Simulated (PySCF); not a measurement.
Spectrum to structure. Theory: TDDFT wB97X-D/def2-SVPD, vertical, gas phase, core orbitals frozen in the response in PySCF. Geometries: GFN2-xTB, one conformer each.

```json
{"state": "S1", "E (eV)": "4.06", "λ (nm)": "305.5", "f": "0.0003"}
{"state": "S2", "E (eV)": "6.02", "λ (nm)": "206.0", "f": "0.0020"}
{"state": "S3", "E (eV)": "6.30", "λ (nm)": "196.8", "f": "0.0076"}
{"state": "S4", "E (eV)": "6.39", "λ (nm)": "194.1", "f": "0.0015"}
{"state": "S5", "E (eV)": "6.60", "λ (nm)": "187.9", "f": "0.036"}
{"state": "S6", "E (eV)": "7.02", "λ (nm)": "176.6", "f": "0.025"}
{"state": "S7", "E (eV)": "7.11", "λ (nm)": "174.5", "f": "0.012"}
{"state": "S8", "E (eV)": "7.22", "λ (nm)": "171.7", "f": "0.083"}
```

Question: Which candidate is it? All have the formula C5H9NSi.
A. `C=N[Si@@H](C)C#CC`
B. `C=C/C=N\[SiH2]C=C`
C. `N#CC[C@@H]1CC[SiH2]1`

Answer: A. Its S1 lies at 4.06 eV; the nearest of the others has S1 at 3.62 eV. S1 is HOMO→LUMO (95%). Löwdin shares by element: HOMO nitrogen 57%, carbon 16% or more, silicon 9%, hydrogen 6% or more; LUMO carbon 39% or more, nitrogen 31%, silicon 6%, hydrogen 6% or more (atoms not listed hold the other 18%). At the same level the other candidates give, for their lowest levels:
- `N#CC[C@@H]1CC[SiH2]1`: 7.17 eV (f 0.023); 7.32 eV (f 0.064); 7.57 eV (f 0.020); 7.86 eV (f 0.004); 7.90 eV (f 0.011); T1 6.44 eV; HOMO -10.01, LUMO 1.57 eV
- `C=C/C=N\[SiH2]C=C`: 3.62 eV (f 0.001); 5.95 eV (f 0.587); 6.24 eV (f 0.073); 6.37 eV (f 0.008); 6.61 eV (f 0.005); T1 3.14 eV; HOMO -8.78, LUMO 0.04 eV

Shape of the structure used: `[CH2:1]=[N:2][Si@@H:3]([CH3:4])[C:5]#[C:6][CH3:7]`: C1–N2–Si3–C4 123°.
Triplets come from the Tamm–Dancoff approximation.
